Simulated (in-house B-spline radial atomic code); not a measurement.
Ionisation energies along the 32-electron series, configuration [Ar] 3d10 4s2 4p2, as differences of self-consistent energies. Dirac energy differences include first-order Breit, QED and recoil terms. NIST's values go from ground level to ground level; the uncertainty of those that are theory runs from under 0.1 % in few-electron ions to several per cent in heavy many-electron ones. Computed with a radial B-spline atomic code at the basis-set limit: Dirac-Hartree-Fock, average of the configuration, finite nuclei.

| ion | configuration after | ionisation energy (eV) | IE/(q+1)² (eV) | Breit and QED recoil part (eV) | tabulated value (eV) | computed minus tabulated (eV) |
| --- | --- | --- | --- | --- | --- | --- |
| Eu31+ | [Ar] 3d10 4s2 4p1 | 1224.1 | 1.1954 | -1.0057 | 1249 | -24.9 |
| Gd32+ | [Ar] 3d10 4s2 4p1 | 1292.7 | 1.1871 | -1.0845 | 1321 | -28.3 |
| Tb33+ | [Ar] 3d10 4s2 4p1 | 1363.2 | 1.1792 | -1.1674 | 1393 | -29.8 |
| Dy34+ | [Ar] 3d10 4s2 4p1 | ? | ? | ? | ? | ? |
| Ho35+ | [Ar] 3d10 4s2 4p1 | 1509.9 | 1.165 | -1.3461 | 1545 | -35.1 |
| Er36+ | [Ar] 3d10 4s2 4p1 | ? | ? | ? | ? | ? |
| Tm37+ | [Ar] 3d10 4s2 4p1 | 1664.1 | 1.1524 | -1.5426 | 1706 | -41.9 |
| Yb38+ | [Ar] 3d10 4s2 4p1 | 1744.1 | 1.1467 | -1.648 | 1789 | -44.9 |
| Lu39+ | [Ar] 3d10 4s2 4p1 | 1826.0 | 1.1412 | -1.7582 | 1875 | -49.0 |
| Hf40+ | [Ar] 3d10 4s2 4p1 | 1909.8 | 1.1361 | -1.8735 | 1963 | -53.2 |
| Ta41+ | [Ar] 3d10 4s2 4p1 | 1995.6 | 1.1313 | -1.994 | 2053 | -57.4 |
| W42+ | [Ar] 3d10 4s2 4p1 | 2083.3 | 1.1267 | -2.1198 | 2149.1 | -65.8 |
| Re43+ | [Ar] 3d10 4s2 4p1 | ? | ? | ? | ? | ? |
| Os44+ | [Ar] 3d10 4s2 4p1 | 2264.6 | 1.1183 | -2.3882 | 2336 | -71.4 |
| Ir45+ | [Ar] 3d10 4s2 4p1 | 2358.3 | 1.1145 | -2.531 | 2435 | -76.7 |
| Pt46+ | [Ar] 3d10 4s2 4p1 | 2453.9 | 1.1109 | -2.6799 | 2536 | -82.1 |
| Au47+ | [Ar] 3d10 4s2 4p1 | 2551.5 | 1.1074 | -2.835 | 2640 | -88.5 |

(1) Fill in the row of Dy34+.

(2) Fill in the row of Er36+.

(3) Fill in the row of Re43+.

Where a p, d or f electron is removed, the computed value is a mean over both j, so it misses the tabulated one by a part of the spin-orbit splitting; averaging over terms and missing correlation add to the gap, relatively most at low charge.

Results:

(1) ionisation energy (eV): 1435.6; IE/(q+1)² (eV): 1.1719; Breit and QED recoil part (eV): -1.2546; tabulated value (eV): 1468; computed minus tabulated (eV): -32.4.

(2) ionisation energy (eV): 1586.0; IE/(q+1)² (eV): 1.1585; Breit and QED recoil part (eV): -1.4421; tabulated value (eV): 1625; computed minus tabulated (eV): -39.0.

(3) ionisation energy (eV): 2173.0; IE/(q+1)² (eV): 1.1224; Breit and QED recoil part (eV): -2.2512; tabulated value (eV): 2240; computed minus tabulated (eV): -67.0.
